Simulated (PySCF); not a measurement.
C₄H₅F, SMILES C[C@H](F)C#C.

The structure is a stationary point at PBE0-D3(BJ)/def2-SVP. The structure was generated by enumeration; whether it is a known compound was not checked.

Calculation: PBE/def2-TZVP (PySCF).

The total energy is -254.99536 hartree. The highest occupied level is -6.82 eV and the lowest empty level comes out as -0.78 eV. The orbital gap is 6.04 eV, the dipole moment is 1.70 D and the quadrupole, principal values (traceless, Buckingham form, about the centre of nuclear charge) is -5.13, -1.32, 6.45 D·Å. The mean static polarisability is 47.7 bohr³ (7.07 Å³) and the polarisability, principal values is 37.4, 39.9, 65.8 bohr³.
